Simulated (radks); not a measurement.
Results of a calculation; reference values are marked as such.
Ionisation of Ta, [Xe] 4f14 5d3 6s2, to Ta+, [Xe] 4f14 5d3 6s1, under several functionals. Scalar-relativistic Kohn-Sham, spin-unpolarised, spherical densities, finite nucleus; a radial shooting solver on a logarithmic mesh with Libxc functionals.

| functional | E(Ta) (hartree) | Exc (hartree) | IE (eV) | -e(HOMO) (eV) | <r> HOMO (bohr) | IE error (eV) |
|---|---|---|---|---|---|---|
| exchange-only PBE | -15597.9619 | -310.6644 | 7.781 | 2.805 | 2.306 | +0.232 |
| HCTH/407 | -15611.4915 | -324.6625 | 8.445 | 3.757 | 2.231 | +0.895 |
| revPBE | -15602.6270 | -315.4004 | 8.391 | 3.543 | 2.258 | +0.841 |
| RPBE | -15602.7633 | -315.5368 | 8.373 | 3.543 | 2.259 | +0.824 |
| MS2 meta-GGA | -15601.7845 | -314.0294 | 8.476 | 3.591 | 2.254 | +0.926 |

NIST Atomic Spectra Database: 7.550 eV (measured). Closest: exchange-only PBE. The Delta-SCF values span 0.69 eV, the total energies 13.53 hartree. The highest occupied level is 5d. Spin polarisation and multiplet splitting are left out, so open shells lie too high by an amount that depends on their filling. Spin-orbit splitting is averaged out at the scalar-relativistic level.

Beside tabulated values, note that spin-unpolarised runs miss the spin-polarisation part of the exchange energy of open shells.
